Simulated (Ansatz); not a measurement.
Consider the silylene formation by 1,1-elimination: `[AlH2][NH][SiH2]Br` → `[NH2][AlH2]` + `[SiH]Br`.

Calculated with Ansatz (gas phase, PBE0-D4/def2-TZVP geometries, no zero-point term in ΔE). CBS: MP2 limit from def2 TZ/QZ plus the TZ coupled-cluster correction, frozen cores. This one scheme is used for every species. DFT in def2-TZVPP. HSE06 is defined as in plane-wave codes. For Br outer-core shells are correlated without core-valence functions, which leaves a few kJ/mol of doubt a bond. Scalar relativity is left out up to krypton. Each species was taken in one conformer, which may not be the lowest.

`[AlH2][NH][SiH2]Br`:

Z-matrix (Å, degrees):
```
Si
N 1 1.708
Br 1 2.236 2 112.4
H 1 1.481 2 112.2 3 118.0
H 1 1.479 2 108.3 3 -117.9
Al 2 1.791 1 128.4 3 103.0
H 2 1.013 1 114.7 3 -71.8
H 6 1.578 2 117.3 1 3.6
H 6 1.581 2 117.2 1 -177.2
```

`[NH2][AlH2]`:

```xyz
6

N    -0.636    0.602   -0.335
Al    0.562   -0.532    0.296
H    -1.189    0.454   -1.164
H    -0.865    1.490    0.082
H     0.790   -1.884   -0.495
H     1.338   -0.130    1.616
```

`[SiH]Br`:

Cartesian coordinates in Å:
```
Si -0.283 0.757 0.336
Br -0.434 -0.635 -1.419
H 0.717 -0.123 1.083
```

CCSD(T)/CBS gives +261.8 kJ/mol.

Q: Another level gave +262.8 kJ/mol. Which?
A. HSE06/def2-TZVPP
B. HSE06-D4/def2-TZVPP
C. ωB97X-V/def2-TZVPP
D. r2SCAN0-D4/def2-TZVPP

A: B. HSE06-D4 262.8, ωB97X-V 270.0, r2SCAN0-D4 278.6, HSE06 254.5 kJ/mol.

Largest T1 diagnostic among the species: 0.011.

From r2SCAN to r2SCAN0 (25 % exact exchange), in def2-TZVPP and without D4, ΔE moves by +6.1 kJ/mol. Leaving LDA and LC-ωPBE aside and taking each functional with its dispersion term where it has one, the values, not all of them listed here, spread over 45.4 kJ/mol, from BLYP-D4 to r2SCAN0-D4. LDA lies +35.1 kJ/mol from PBE without D4. The D4 term adds +15.9 kJ/mol with B3LYP and +8.7 kJ/mol with PBE0; it sums over pairs of atoms, weighted by their polarisabilities, and B3LYP, whose exchange is more repulsive, gets the larger term.

B3LYP here is the variant with VWN-RPA as its local correlation; programs differ in this.
